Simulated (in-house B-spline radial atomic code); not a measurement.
A fraction x of an electron is moved 2p → 3d in Sc³⁺, starting from [Ne] 3s2 3p6 and keeping the highest spin. Computed with an all-electron radial atomic-structure program (B-spline basis): scalar-relativistic (X2C) r2SCAN, spin-polarised, spherical fractional occupations, Fermi nucleus of rms radius 3.5459 fm.

| x | E(x) - E(0) (eV) | 2p down level (eV) | 3d up level (eV) |
| --- | --- | --- | --- |
| 0 | 0.0000 | -425.700 | - |
| 0.125 | 49.4853 | -429.635 | -32.108 |
| 0.25 | 99.3814 | -433.531 | -32.725 |
| 0.375 | 149.6858 | -437.384 | -33.325 |
| 0.5 | ? | ? | ? |
| 0.625 | ? | ? | ? |
| 0.75 | 303.0084 | -448.672 | -35.069 |
| 0.875 | 354.9032 | -452.342 | -35.636 |
| 1 | 407.1830 | -455.963 | -36.199 |

Problem. What belongs in the row x = 0.5?

Solution. An energy change of 200.3948 eV; 2p down at -441.192 eV, 3d up at -33.914 eV.

Problem. What belongs in the row x = 0.625?

Solution. An energy change of 251.5039 eV; 2p down at -444.956 eV, 3d up at -34.495 eV.

Problem. Check Janak's theorem between x = 0.125 and 0.25.

Solution. The slope of the energy is 399.17 eV; the orbital levels give 399.17 eV (ε of the receiving orbital less ε of the emptying one, averaged over the two points).
